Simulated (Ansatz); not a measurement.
C$_{2}$H$_{3}$O$_{2}$, charge -1, singlet, geometry from GFN2-xTB (a gas-phase anion, which may not be bound at this level); CCSD(T)/STO-3G (Ansatz, an electronic-structure program).

Here is a job for Ansatz.
Ansatz 0.2 input:
```yaml
crystal:
  periodic: [false, false, false]
  atoms:
    - {symbol: C, position_ang: [-1.15412904, -0.13368505, -0.00475851]}
    - {symbol: O, position_ang: [-0.72670803, -1.11946687, 0.60148897]}
    - {symbol: O, position_ang: [0.00963198, 0.80173294, -0.46742437]}
    - {symbol: C, position_ang: [1.28691312, 0.41218812, -0.14832584]}
    - {symbol: H, position_ang: [1.79443639, 1.15884469, 0.49102832]}
    - {symbol: H, position_ang: [1.24026991, -0.54555805, 0.40753573]}
    - {symbol: H, position_ang: [1.90519756, 0.25756633, -1.05257476]}
basis:
  gaussian:
    orbitals: STO-3G
total_charge: -1
magnetization: {spin_polarized: false}
correlation: {method: ccsd_t, electrons: outside_noble_gas}
accuracy: high
```

Q: Write the output that Ansatz gives for this input, abridged.

A: 
```
Functional definition: HF
449 factors; integrals over basis functions are off by at most 2.6e-8 eV
mean field evaluation 1: about -6093.1649 eV, gradient 2.6e1 eV
mean field evaluation 2: about -6093.4020 eV, gradient 2.6e1 eV
mean field evaluation 4: about -6095.7380 eV, gradient 2.8e0 eV
mean field evaluation 8: about -6095.7828 eV, gradient 3.2e-2 eV
mean field evaluation 16: about -6093.1666 eV, gradient 2.6e1 eV
mean field -6095.77999369 eV, -224.0157829001 hartree, gradient 7.7e-9 eV, S^2 0.000000; 0 other end points of the search recorded, 0 dependent functions left out
4 core orbitals not correlated
reference -6095.77999369 eV, -224.0157829001 hartree; 12, 12 occupied and 7, 7 virtual orbitals, 449 factors
second order -5.29960174 eV of doubles, -0.00000000 eV of singles
cycle   1  -5.73100650 eV  change   -4.3e-1 eV  update   1.1e-1
cycle   2  -6.11608082 eV  change   -3.9e-1 eV  update   3.5e-2
cycle   3  -6.23544816 eV  change   -1.2e-1 eV  update   1.9e-2
cycle   4  -6.24516567 eV  change   -9.7e-3 eV  update   3.8e-3
cycle   5  -6.24424536 eV  change    9.2e-4 eV  update   1.3e-3
cycle   6  -6.24332629 eV  change    9.2e-4 eV  update   5.0e-4
cycle   7  -6.24322349 eV  change    1.0e-4 eV  update   2.1e-4
cycle   8  -6.24333216 eV  change   -1.1e-4 eV  update   8.8e-5
cycle   9  -6.24337923 eV  change   -4.7e-5 eV  update   2.5e-5
cycle  10  -6.24337757 eV  change    1.7e-6 eV  update   1.0e-5
cycle  11  -6.24337521 eV  change    2.4e-6 eV  update   4.5e-6
cycle  12  -6.24337399 eV  change    1.2e-6 eV  update   1.3e-6
cycle  13  -6.24337419 eV  change   -1.9e-7 eV  update   4.8e-7
cycle  14  -6.24337458 eV  change   -3.9e-7 eV  update   1.5e-7
cycle  15  -6.24337449 eV  change    9.1e-8 eV  update   4.7e-8
cycle  16  -6.24337455 eV  change   -6.1e-8 eV  update   2.7e-8
cycle  17  -6.24337444 eV  change    1.1e-7 eV  update   1.3e-7
cycle  18  -6.24337441 eV  change    2.6e-8 eV  update   5.0e-8
cycle  19  -6.24337439 eV  change    1.7e-8 eV  update   1.3e-8
cycle  20  -6.24337438 eV  change    9.9e-9 eV  update   4.6e-9
cycle  21  -6.24337438 eV  change    4.5e-9 eV  update   1.5e-9
cycle  22  -6.24337438 eV  change    1.2e-9 eV  update  4.9e-10
perturbative correction -0.26035733 eV, -0.0095679555 hartree
Total energy: -6102.28372540 eV, -224.2547906321 hartree
```
